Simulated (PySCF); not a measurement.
C₇H₁₃F₃, SMILES CC(C)(C)CCC(F)(F)F (GFN2-xTB optimised geometry):

```
23

C      0.028     0.110     4.963
C     -0.511    -0.638     3.739
C     -0.021    -2.086     3.786
C     -2.040    -0.609     3.773
C      0.025     0.083     2.488
C     -0.422    -0.520     1.155
C      0.164     0.263     0.000
F     -0.212    -0.240    -1.190
F      1.506     0.263     0.000
F     -0.215     1.550     0.000
H     -0.319    -0.362     5.879
H      1.115     0.105     4.968
H     -0.310     1.143     4.962
H     -0.298    -2.541     4.734
H     -0.463    -2.681     2.991
H      1.062    -2.129     3.692
H     -2.398    -0.998     4.723
H     -2.409     0.408     3.661
H     -2.466    -1.222     2.982
H      1.117     0.075     2.523
H     -0.300     1.126     2.521
H     -1.506    -0.487     1.047
H     -0.080    -1.550     1.050
```

Level of theory: PBE/def2-SVP (PySCF).

Question: What are the frontier orbital energies and the dipole moment?

Answer: HOMO-2 -7.83 eV, HOMO-1 -7.79 eV, HOMO -7.68 eV, LUMO 0.57 eV, LUMO+1 1.53 eV; dipole moment 2.32 D.

Meta-Löwdin charges at PBE/def2-SVP: C1 -0.30, C2 0.08, C3 -0.31, C4 -0.31, C5 -0.18, C6 -0.22, C7 0.71, F8 -0.25, F9 -0.25, F10 -0.25, H11 0.10, H12 0.10, H13 0.10, H14 0.10, H15 0.09, H16 0.10, H17 0.10, H18 0.10, H19 0.09, H20 0.09, H21 0.09, H22 0.12, H23 0.12.
